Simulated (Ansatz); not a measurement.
Computed with Ansatz on PBE0-D4/def2-TZVP structures; ΔE is electronic, products minus reactants. CBS: MP2 limit from def2 TZ/QZ plus the TZ coupled-cluster correction, frozen cores. DFT in def2-TZVPP. HSE06 is defined as in plane-wave codes. Each species was taken in one conformer, which may not be the lowest.

Consider the redistribution: `O=C=NB(F)Cl` + `CO[SiH](C)Cl` → `COB(F)Cl` + `C[SiH](Cl)N=C=O`.

```json
{"level": "LDA (SPW92)", "ΔE (kcal/mol)": "-7.5", "difference from CCSD(T)/CBS": "0.1"}
{"level": "revPBE-D4", "ΔE (kcal/mol)": "-6.1", "difference from CCSD(T)/CBS": "1.5"}
{"level": "PBE0-D4", "ΔE (kcal/mol)": "-7.3", "difference from CCSD(T)/CBS": "0.3"}
{"level": "r2SCAN0-D4", "ΔE (kcal/mol)": "-7.4", "difference from CCSD(T)/CBS": "0.2"}
{"level": "HSE06-D4", "ΔE (kcal/mol)": "-7.3", "difference from CCSD(T)/CBS": "0.3"}
{"level": "ωB97X-V", "ΔE (kcal/mol)": "-7.3", "difference from CCSD(T)/CBS": "0.3"}
{"level": "r2SCAN0", "ΔE (kcal/mol)": "-7.5", "difference from CCSD(T)/CBS": "0.1"}
{"level": "CAM-B3LYP", "ΔE (kcal/mol)": "-7.6", "difference from CCSD(T)/CBS": "0.0"}
{"level": "LC-ωPBE", "ΔE (kcal/mol)": "-8.0", "difference from CCSD(T)/CBS": "-0.4"}
{"level": "HF/CBS(def2)", "ΔE (kcal/mol)": "-8.1", "difference from CCSD(T)/CBS": "-0.5"}
{"level": "CCSD(T)/CBS", "ΔE (kcal/mol)": "-7.6", "difference from CCSD(T)/CBS": "0"}
```

Largest T1 diagnostic among the species: 0.015.

From BLYP to BHLYP (50 % exact exchange), in def2-TZVPP and without D4, ΔE moves by −1.1 kcal/mol. Leaving LDA and LC-ωPBE aside and taking each functional with its dispersion term where it has one, the values, not all of them listed here, spread over 1.7 kcal/mol, from PBE-QIDH to revPBE-D4.
